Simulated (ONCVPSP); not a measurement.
## Cutoff test, O (Z = 8), ONCV

```
Element                 : O (Z = 8)
Generator               : ONCVPSP 4.0.1
Type                    : optimised norm-conserving Vanderbilt (ONCV)
Functional              : BLYP
Relativity              : scalar-relativistic
Frozen core             : [He]
Valence charge          : 6
Reference configuration : 2s2 2p4
Partial waves           : 2s: rc 0.65 bohr, ncon 3, nbas 7, qcut 11.6 1/bohr, 2 projectors, debl 3.9 Ha; 2p: rc 1.85 bohr, ncon 4, nbas 8, qcut 8.9 1/bohr, 2 projectors, debl 3.1 Ha; d scattering state at 0.02 Ha: rc 1.70 bohr, ncon 5, nbas 8, qcut 5.5 1/bohr, 1 projector
Local potential         : polynomial inside 0.60 bohr (lpopt 1, dvloc0 3 Ha)
Core correction         : polynomial model core, fcfact 0.6
```

**Question.** For each optimised wave give the share of its norm inside rc, the residual kinetic energy above qcut (Ha) and the cutoffs (Ha) for errors of 10, 1, 0.1 and 0.01 mHa per electron.

**Answer.**

```
         wave  norm inside rc  residual KE  10 mHa  1 mHa  0.1 mHa     0.01 mHa
           2s           0.149      4.9e-05    30.2   43.4     55.3        340.4
s projector 2           0.037      8.9e-04    24.9   60.6    401.2        620.5
           2p           0.824      1.2e-08    18.3   23.7     28.4         32.0
p projector 2           0.277      1.2e-06    22.0   27.7     32.5         36.3
d projector 1           0.000      2.5e-04     0.0    0.1    131.5  not reached
```

The occupied waves need 43 Ha and 55 Ha for 1 and 0.1 mHa. Rows with under 1 % of the norm inside rc give no meaningful cutoff. Its largest configuration-test error is +1565 meV.
